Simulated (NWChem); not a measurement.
Species: SiH4O3; SMILES O[SiH](O)O

```xyz
8

Si     0.0780    -0.0053     0.4813
O     -1.3474     0.1970    -0.3444
O      0.5815    -1.5225     0.0660
O      1.2549     1.0760     0.0748
H     -0.1230     0.1912     1.9353
H     -1.8668     0.9796    -0.1403
H     -0.1096    -2.1090    -0.2555
H      1.6778     0.9361    -0.7784
```
Atoms are numbered in this order, from 1.

Coordinates come from a PBE0/def2-SVP optimisation. B3LYP is NWChem's, with the RPA form of VWN correlation.

 Unshifted, non-relativistic core excitations; the lowest 4 roots alone, so stronger bands may lie above.

### Question
List the first Si K-edge excitations from B3LYP/6-311G** (spherical d), restricted-window TDA (NWChem).

### Answer
| state | energy (eV) | dipole oscillator strength | leading excitation (squared amplitude) |
|---|---|---|---|
| S1 | 1799.3 | 0.0002 | 1s of atom 1 or its equivalents → LUMO (0.98) |
| S2 | 1799.6 | 0.0019 | 1s of atom 1 or its equivalents → LUMO+1 (0.84) |
| S3 | 1799.8 | 0.0017 | 1s of atom 1 or its equivalents → LUMO+2 (0.83) |
| S4 | 1801.1 | 0.0024 | 1s of atom 1 or its equivalents → LUMO+3 (0.67) |
